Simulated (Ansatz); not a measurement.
Ansatz (a first-principles code) input file for BH₅OSn, SMILES B[O][SnH3], PBE-D3(BJ)/def2-SVP. 

Ansatz 0.2 input:
```yaml
crystal:
  periodic: [false, false, false]
  atoms:
    - {symbol: O, position_ang: [0.53245395, -1.41663076, -0.00000000]}
    - {symbol: Sn, position_ang: [-0.02486730, 0.53616406, 0.00000000]}
    - {symbol: H, position_ang: [0.67494166, 1.17226380, 1.42711918]}
    - {symbol: H, position_ang: [0.67494168, 1.17226379, -1.42711918]}
    - {symbol: H, position_ang: [-1.73908905, 0.56132582, -0.00000001]}
    - {symbol: B, position_ang: [-0.27466395, -2.48509370, 0.00000000]}
    - {symbol: H, position_ang: [-1.49000640, -2.36869327, -0.00000000]}
    - {symbol: H, position_ang: [0.23626521, -3.58684840, 0.00000000]}
basis:
  gaussian:
    orbitals: def2-SVP
hamiltonian:
  xc: pbe
  dispersion: d3bj
relax: {f_tol: 0.002, max_steps: 200}
```

Program output:

```
WARN ansatz: RAYON_NUM_THREADS=1 ignored (pool sized by the plan → 1); use --threads N
Functional definition: PBE
integrals: 0.03 GiB planned
878 factors; their error is unknown
mean field: 0.17 GiB planned
mean field evaluation 1: about -8624.6654 eV, gradient 5.3e1 eV
mean field evaluation 2: about -8571.8799 eV, gradient 1.6e2 eV
mean field evaluation 4: about -8630.2624 eV, gradient 1.0e1 eV
mean field evaluation 8: about -8630.5215 eV, gradient 1.2e-1 eV
mean field evaluation 16: about -8630.5055 eV, gradient 1.7e-5 eV
mean field -8630.50545285 eV, -317.1652254257 hartree, gradient 1.7e-5 eV, S^2 0.000000; 0 other end points of the search recorded, 0 dependent functions left out
the calculation of the forces begins
reference -8630.50549614 eV, -317.1652270163 hartree; 20, 20 occupied and 59, 59 virtual orbitals, 878 factors
relax step   1: F+E_penalty+E_count = -8630.62776941 eV  Δ(F+E_penalty+E_count) = +0.000e0 eV  max|allowed force component| = 4.266e-1 eV/Å  Δτ_max = 0.0000 Å  (27 SCF iters, accepted)
these checks for a lower state are left out or cut short: starts, cluster_reference, orbital_swaps, neighbouring_geometries, increment
integrals: 0.03 GiB planned
878 factors; their error is unknown
mean field: 0.17 GiB planned
mean field -8630.51464409 eV, -317.1655631975 hartree, gradient 1.7e-5 eV, S^2 0.000000; 0 other end points of the search recorded, 0 dependent functions left out
the calculation of the forces begins
reference -8630.51468740 eV, -317.1655647891 hartree; 20, 20 occupied and 59, 59 virtual orbitals, 878 factors
relax step   2: F+E_penalty+E_count = -8630.63665198 eV  Δ(F+E_penalty+E_count) = -8.883e-3 eV  max|allowed force component| = 1.453e-1 eV/Å  Δτ_max = 0.0223 Å  (27 SCF iters, accepted)
these checks for a lower state are left out or cut short: starts, cluster_reference, orbital_swaps, neighbouring_geometries, increment
integrals: 0.03 GiB planned
878 factors; their error is unknown
mean field: 0.17 GiB planned
mean field evaluation 32: about -8630.5161 eV, gradient 1.7e-5 eV
mean field -8630.51614342 eV, -317.1656182967 hartree, gradient 1.7e-5 eV, S^2 0.000000; 0 other end points of the search recorded, 0 dependent functions left out
the calculation of the forces begins
reference -8630.51618674 eV, -317.1656198887 hartree; 20, 20 occupied and 59, 59 virtual orbitals, 878 factors
relax step   3: F+E_penalty+E_count = -8630.63824063 eV  Δ(F+E_penalty+E_count) = -1.589e-3 eV  max|allowed force component| = 3.059e-2 eV/Å  Δτ_max = 0.0114 Å  (27 SCF iters, accepted)
these checks for a lower state are left out or cut short: starts, cluster_reference, orbital_swaps, neighbouring_geometries, increment
integrals: 0.03 GiB planned
878 factors; their error is unknown
mean field: 0.17 GiB planned
mean field -8630.51611567 eV, -317.1656172770 hartree, gradient 1.7e-5 eV, S^2 0.000000; 0 other end points of the search recorded, 0 dependent functions left out
the calculation of the forces begins
reference -8630.51615894 eV, -317.1656188669 hartree; 20, 20 occupied and 59, 59 virtual orbitals, 878 factors
relax step   4: F+E_penalty+E_count = -8630.63854991 eV  Δ(F+E_penalty+E_count) = -3.093e-4 eV  max|allowed force component| = 3.879e-2 eV/Å  Δτ_max = 0.0204 Å  (27 SCF iters, accepted)
these checks for a lower state are left out or cut short: starts, cluster_reference, orbital_swaps, neighbouring_geometries, increment
integrals: 0.03 GiB planned
878 factors; their error is unknown
mean field: 0.17 GiB planned
mean field -8630.51579126 eV, -317.1656053550 hartree, gradient 1.7e-5 eV, S^2 0.000000; 0 other end points of the search recorded, 0 dependent functions left out
the calculation of the forces begins
reference -8630.51583454 eV, -317.1656069456 hartree; 20, 20 occupied and 59, 59 virtual orbitals, 878 factors
relax step   5: F+E_penalty+E_count = -8630.63820480 eV  Δ(F+E_penalty+E_count) = +3.451e-4 eV  max|allowed force component| = 8.820e-2 eV/Å  Δτ_max = 0.0202 Å  (27 SCF iters, rejected (line search))
these checks for a lower state are left out or cut short: starts, cluster_reference, orbital_swaps, neighbouring_geometries, increment
integrals: 0.03 GiB planned
878 factors; their error is unknown
mean field: 0.17 GiB planned
mean field -8630.51619475 eV, -317.1656201831 hartree, gradient 1.5e-5 eV, S^2 0.000000; 0 other end points of the search recorded, 0 dependent functions left out
the calculation of the forces begins
reference -8630.51623802 eV, -317.1656217733 hartree; 20, 20 occupied and 59, 59 virtual orbitals, 878 factors
relax step   6: F+E_penalty+E_count = -8630.63863689 eV  Δ(F+E_penalty+E_count) = -8.698e-5 eV  max|allowed force component| = 4.021e-3 eV/Å  Δτ_max = 0.0057 Å  (22 SCF iters, accepted)
these checks for a lower state are left out or cut short: starts, cluster_reference, orbital_swaps, neighbouring_geometries, increment
integrals: 0.03 GiB planned
878 factors; their error is unknown
mean field: 0.17 GiB planned
mean field -8630.51619111 eV, -317.1656200494 hartree, gradient 1.5e-5 eV, S^2 0.000000; 0 other end points of the search recorded, 0 dependent functions left out
the calculation of the forces begins
reference -8630.51623438 eV, -317.1656216395 hartree; 20, 20 occupied and 59, 59 virtual orbitals, 878 factors
relax step   7: F+E_penalty+E_count = -8630.63863785 eV  Δ(F+E_penalty+E_count) = -9.567e-7 eV  max|allowed force component| = 5.085e-4 eV/Å  Δτ_max = 0.0007 Å  (18 SCF iters, accepted)
integrals: 0.03 GiB planned
878 factors; their error is unknown
mean field: 0.17 GiB planned
mean field evaluation 64: about -8630.5162 eV, gradient 1.5e-5 eV
mean field -8630.51619111 eV, -317.1656200494 hartree, gradient 1.5e-5 eV, S^2 0.000000; 1 other end points of the search recorded, 0 dependent functions left out
the calculation of the forces begins
reference -8630.51623438 eV, -317.1656216395 hartree; 20, 20 occupied and 59, 59 virtual orbitals, 878 factors
Total energy: -8630.63868112 eV, -317.1701214741 hartree
Atom 0 at     0.570144    -1.428784    -0.000000 Å, force    -0.000076    -0.000101     0.000000 eV/Å
Atom 1 at    -0.025937     0.532827     0.000000 Å, force     0.000051     0.000011     0.000000 eV/Å
Atom 2 at     0.673043     1.180318     1.434478 Å, force    -0.000000     0.000065     0.000073 eV/Å
Atom 3 at     0.673043     1.180318    -1.434478 Å, force    -0.000000     0.000065    -0.000073 eV/Å
Atom 4 at    -1.750323     0.528156     0.000000 Å, force     0.000027    -0.000097    -0.000000 eV/Å
Atom 5 at    -0.274937    -2.478630    -0.000000 Å, force     0.000509     0.000291    -0.000000 eV/Å
Atom 6 at    -1.497328    -2.331448    -0.000000 Å, force    -0.000197    -0.000237     0.000000 eV/Å
Atom 7 at     0.222271    -3.598006     0.000000 Å, force    -0.000313     0.000003    -0.000000 eV/Å
Dipole moment:    -0.107447     0.627727    -0.000000 e Å
```

The run converged.
